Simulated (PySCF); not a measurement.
## Computed properties of CH3Cl2NSi2, SMILES [SiH2]1[Si](Cl)(N=C1)Cl

CH₃Cl₂NSi₂, SMILES Cl[Si]1(Cl)N=C[SiH2]1. Geometry: B3LYP-D3(BJ)/def2-SVP. This is a generated structure with no PubChem entry under its InChIKey; it may be hypothetical. The values are those of a single conformer. All values are computed for the isolated molecule unless a solvent is named; none is compared with measurement here.

**Structure.** The optimised structure has Cs symmetry. All 21 harmonic modes at B3LYP-D3(BJ)/def2-SVP (PySCF) are real, so it is a minimum. With heavy atoms numbered as in [Cl:1][Si:2]1([Cl:3])[N:4]=[CH:5][SiH2:6]1, the shortest bond between them is N4–C5 at 1.291 Å and the longest Si2–Si6 at 2.340 Å.

**Vibrations.** The strongest infrared lines (harmonic, unscaled, degenerate partners summed) lie at 767 cm⁻¹ (157 km/mol, H 42 %, Si 28 %, C 20 %, N 10 %), 545 cm⁻¹ (130 km/mol, Si 40 %, H 19 %, Cl 15 %, C 15 %, N 11 %), 613 cm⁻¹ (127 km/mol, Si 65 %, Cl 24 %). The softest mode is at 89 cm⁻¹ and the zero-point energy is 26.0 kcal/mol.

**Electronic structure.** M06-2X/def2-TZVP (PySCF) places the frontier levels at -8.56 and -0.66 eV, a gap of 7.90 eV, and gives a dipole moment of 3.16 D and a mean polarisability of 91.0 bohr³. PBE/def2-TZVP (PySCF) at the same geometry gives -5.99 and -2.78 eV, so its gap is 4.69 eV narrower. An orbital gap is neither the optical nor the fundamental gap.

**Excitations.** TDA-CAM-B3LYP/def2-SVPD (PySCF) has S1 at 3.79 eV (328 nm, f = 0.000, dark); the most intense of the 10 singlets computed lies at 7.26 eV (f = 0.17). T1 (TDA) is at 3.03 eV, 0.76 eV under S1. TDA-PBE/def2-SVPD (PySCF) puts S1 at 3.53 eV. No vertical singlet excitation falls in the visible range (under 3.1 eV).

**NMR.** GIAO shifts at B3LYP/pcSseg-1 (PySCF) (non-relativistic, atoms alike by connectivity averaged): ¹³C at 219.6 ppm against TMS; ¹H from 5.7 to 10.6 ppm against TMS; ²⁹Si from 4.6 to 34.2 ppm against TMS. Without spin–orbit terms, shifts of atoms bonded to Cl or Br come out too high.
